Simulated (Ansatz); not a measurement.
`COB(N)Br` and `COB(N)F` differ in one element.

Ansatz, PBE0-D4/def2-TZVP geometries, multiplicity 1. Each molecule was computed in one conformer, which needn't be the lowest.

Scalar relativity is left out up to krypton.

| property | `COB(N)Br` |
| --- | --- |
| HOMO energy (ωB97M-V/def2-TZVPP) / eV | -10.07 |
| HOMO–LUMO gap (PBE0/def2-TZVPP) / eV | 8.65 |
| HOMO–LUMO gap (ωB97M-V/def2-TZVPP) / eV | 12.26 |
| size of the dipole moment (B3LYP/def2-TZVPP) / D | 1.45 |
| HOMO energy (PBE/def2-TZVPP) / eV | -6.35 |
| LUMO energy (ωB97M-V/def2-TZVPP) / eV | 2.19 |

Question: Give the same properties after the change, and the shifts. (Best estimate.)

Answer: Ansatz gave: 
```tsv
property	`COB(N)F`	shift
HOMO energy (ωB97M-V/def2-TZVPP) / eV	-10.05	0.02
HOMO–LUMO gap (PBE0/def2-TZVPP) / eV	8.61	-0.04
HOMO–LUMO gap (ωB97M-V/def2-TZVPP) / eV	12.24	-0.02
size of the dipole moment (B3LYP/def2-TZVPP) / D	0.81	-0.64
HOMO energy (PBE/def2-TZVPP) / eV	-6.17	0.18
LUMO energy (ωB97M-V/def2-TZVPP) / eV	2.19	0.00
```

Dipoles are sizes alone; their direction can turn.

B3LYP here is the variant with VWN-RPA as its local correlation; programs differ in this.

Spin–orbit coupling is left out; it splits and shifts lone-pair levels of the heavy atoms by tenths of an eV.
